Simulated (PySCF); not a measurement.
CH4N, SMILES C[NH], multiplicity 2. Geometry: PBE0-D3(BJ)/def2-TZVP. The isomer is the one that the SMILES or the coordinates give; other isomers of the formula were not compared.

These are PBE0-D3(BJ)/def2-TZVP (PySCF 2.14.0) values and carry that method's errors.

Harmonic wavenumbers (cm⁻¹): 255, 947, 1008, 1076, 1333, 1386, 1470, 1479, 2971, 3014, 3114, 3420. Rotational constants (GHz): 125.2, 25.71, 24.54; symmetry number 1.

Q: Work out the zero-point energy and the ideal-gas rigid-rotor harmonic-oscillator thermochemistry at 298.15 K and 1 atm.

A: ZPE = ½ Σ hcν = ½ × 21473 cm⁻¹ = 30.70 kcal/mol. H − E(el) = 33.45 kcal/mol. Entropy in cal/(mol K): translation 36.13, rotation 18.95, vibration 2.04, spin 1.38, total 58.50. G − E(el) = 16.01 kcal/mol. Cp = 11.22 cal/(mol K).
